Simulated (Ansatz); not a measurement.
Born–Oppenheimer molecular dynamics of CH6BClO (10 atoms, charge 0, multiplicity 1). It starts at the highest image of a converged band. Of that band: Neighbouring images differ by up to 2.0 eV, so the band resolves the path poorly. A vibrational analysis at the climbing image gives one clearly imaginary mode, 1909i cm⁻¹: a first-order saddle point.

Method: Ansatz 0.2.0, RHF/def2-SVP.

```
ensemble                      : NVE (velocity Verlet)
time step                     : 0.5 fs
steps asked                   : 200
starting velocities drawn for : 300 K
seed                          : 8187
```

First frame:

```xyz
10
Properties=species:S:1:pos:R:3
B -0.024 0.312 -0.007
H 0.009 -0.211 1.264
C 1.340 0.025 -0.745
H 1.480 -1.042 -0.930
H 1.344 0.534 -1.713
H 2.194 0.390 -0.170
Cl -1.588 -0.261 -0.763
O -0.169 1.744 0.547
H -1.047 2.087 0.441
H -0.124 0.797 1.333
```

How far do the bonds stretch over the last three quarters of this one trajectory? (Pairs bonded in most of those frames.)


| bond | mean (Å) | spread (Å) | shortest | longest |
| --- | --- | --- | --- | --- |
| B1–H2 | 1.197 | 0.042 | 1.13 | 1.26 |
| B1–C3 | 1.580 | 0.021 | 1.54 | 1.61 |
| B1–Cl7 | 1.805 | 0.051 | 1.74 | 1.91 |
| C3–H4 | 1.106 | 0.033 | 1.05 | 1.16 |
| C3–H5 | 1.095 | 0.013 | 1.07 | 1.12 |
| C3–H6 | 1.097 | 0.020 | 1.06 | 1.14 |
| O8–H9 | 0.949 | 0.016 | 0.92 | 0.98 |
| O8–H10 | 0.957 | 0.050 | 0.88 | 1.04 |

Mean temperature of the second half: 1202 K. The conserved energy stayed within 0.47 meV per atom of its start (net change 0.074 meV per atom), so the integration is sound. The kinetic energy rose, since the run started high on the potential surface and went downhill. It ends in pieces (CH4BCl + H2O), so much of that is their flight and rotation, not heat. A run of 0.1 ps of so small a system gives no equilibrium averages. The orbitals stay closed-shell, which can raise the energy where a bond breaks towards radicals; this wasn't checked here.

The run took 4 min on 1 thread of Arm Neoverse V2 (shared host), peak memory 0.16 GiB.
